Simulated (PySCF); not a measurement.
Isomers of C11H12, one GFN2-xTB conformer each. Single-point energies are computed at PBE0/pcSseg-1 (PySCF, gas phase, no added dispersion term), electronic only.

Question: Rank them by PBE0/pcSseg-1 energy, lowest first (kJ/mol).
A. `[CH2:1]=[CH:2][c:3]1[cH:4][cH:5][cH:6][c:7]2[c:8]1[C@@H:9]([CH3:10])[CH2:11]2` with C1–C2–C3–C4 16°
B. `[CH2:1]=[CH:2][C@@H:3]1[CH2:4][CH2:5][c:6]2[cH:7][cH:8][cH:9][cH:10][c:11]21` with C1–C2–C3–C4 -119°, C2–C3–C4–C5 -149°, C3–C4–C5–C6 27°, C4–C5–C6–C7 164°, C2–C3–C11–C10 -41°
C. `[CH:1]#[C:2][c:3]1[cH:4][cH:5][cH:6][cH:7][c:8]1[CH2:9][CH2:10][CH3:11]` with C7–C8–C9–C10 -102°, C8–C9–C10–C11 63°

Answer: B (0.0), A (97.3), C (131.4).

As drawn, the lowest has a C=C bond outside aromatic rings, which the highest lacks; the highest has a C≡C bond, which the lowest lacks. GFN2-xTB itself gives, in the same order: 0.0, 83.8, 120.9. Both levels put the same isomer lowest; measured from each level's own lowest isomer, the values differ by up to 13.5 kJ/mol (C=Cc1cccc2c1[C@@H](C)C2: 83.8 against 97.3).

Question: Which frontier levels, dipoles and rotational constants go with these structures?

Answer: 
| SMILES | HOMO (eV, PBE0/pcSseg-1) | LUMO (eV) | dipole (D) | A, B, C (MHz) |
| --- | --- | --- | --- | --- |
| C=C[C@@H]1CCc2ccccc21 | -6.81 | -0.18 | 0.52 | 1999, 924.3, 655.3 |
| C=Cc1cccc2c1[C@@H](C)C2 | -6.54 | -1.03 | 0.62 | 1496, 1113, 669.3 |
| C#Cc1ccccc1CCC | -6.80 | -0.97 | 0.48 | 1375, 1080, 688.5 |
